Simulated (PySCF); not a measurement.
## How methods differ on the excitation energy of Sn⁺

Sn⁺ [Kr] 4d10 5s2 5p1 (2P) → Sn⁺ [Kr] 4d10 5s1 5p1 6s1 (4P), as a difference of total energies. Computed with PySCF 2.14 in aug-cc-pVQZ-DK3 (9s8p6d3f2g, 102 functions), with the spin-free X2C one-electron Hamiltonian (Gaussian nucleus). Correlated levels: valence: [Kr] 4d10 frozen. The calculations carry no spin-orbit coupling.

```json
{"method": "UHF", "excitation energy (eV)": "11.913"}
{"method": "MP2 (valence)", "excitation energy (eV)": "12.644"}
{"method": "SCS-MP2 (valence)", "excitation energy (eV)": "12.910"}
{"method": "CCSD (valence)", "excitation energy (eV)": "12.821"}
{"method": "CCSD(T) (valence)", "excitation energy (eV)": "12.837"}
```

**Question.** How much does correlation contribute at CCSD(T) (valence)?

**Answer.** 12.837 − (11.913) = 0.924 eV, measured against UHF.

A first-order spin-orbit estimate (lowest level to lowest level, LS coupling) adds -0.017 eV.

The promoted electron is Rydberg-like, and one or two diffuse shells describe it only roughly, which tends to raise the upper state.
